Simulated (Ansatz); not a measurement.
Coupled-cluster diagnostics for CrCl₂, Ansatz.

Geometry of the quintet (PBE-D4/def2-TZVP):

Cartesian coordinates in Å:
```
Cr 0.000 0.000 0.000
Cl -1.570 0.115 -1.498
Cl 1.570 -0.115 1.498
```

Correlated methods freeze 15 core orbitals; core or outer-core shells of Cr are correlated, in sets that lack core-valence functions.

Geometry of the charge 0 singlet (PBE-D4/def2-TZVP):

```csv
atom,x (Å),y (Å),z (Å)
Cr1,-0.1194,-0.2596,-0.3698
Cl2,-1.4251,-0.6577,1.2173
Cl3,1.5445,0.9173,-0.8475
```

(1) Estimate the CCSD(T) correlation energy, the shares of MP2 and (T), T1 and the reference's ⟨S²⟩ for: charge 0, quintet, own geometry in def2-TZVPP; charge 0, quintet, own geometry in def2-TZVPD; charge 0, singlet, own geometry in def2-TZVPP; charge 1, quartet, vertical in def2-TZVPP; charge -1, sextet, vertical in def2-TZVPD; and the rough time on 2 threads of Intel Xeon 6975P-C on a shared host.

## Answers

(1) 
| state | basis | correlation (eV) | MP2 share (%) | (T) share (%) | T1 | ⟨S²⟩ (pure) | wall time | remarks |
| --- | --- | --- | --- | --- | --- | --- | --- | --- |
| charge 0, quintet, own geometry | def2-TZVPP | -23.061 | 91.4 | 3.5 | 0.018 | 6.01 (6.00) | 18 s | – |
| charge 0, quintet, own geometry | def2-TZVPD | -20.769 | 90.9 | 3.4 | 0.017 | 6.01 (6.00) | 15 s | – |
| charge 0, singlet, own geometry | def2-TZVPP | -25.004 | 89.9 | 4.5 | 0.036 | 0.00 (0.00) | 40 s | restricted SCF unstable |
| charge 1, quartet, vertical | def2-TZVPP | -23.158 | 87.1 | 4.9 | 0.089 | 4.69 (3.75) | 3.6 min | large T1, spin-contaminated |
| charge -1, sextet, vertical | def2-TZVPD | -21.995 | 92.8 | 3.5 | 0.017 | 8.77 (8.75) | 19 s | – |
Customary marks for T1 are 0.02 (closed shells), 0.045 (open shells) and about 0.05 (3d metals). T1 exceeds 0.02 in 2 of 5 rows and 0.045 in 1; the higher it lies, the less the single-reference result can be trusted.
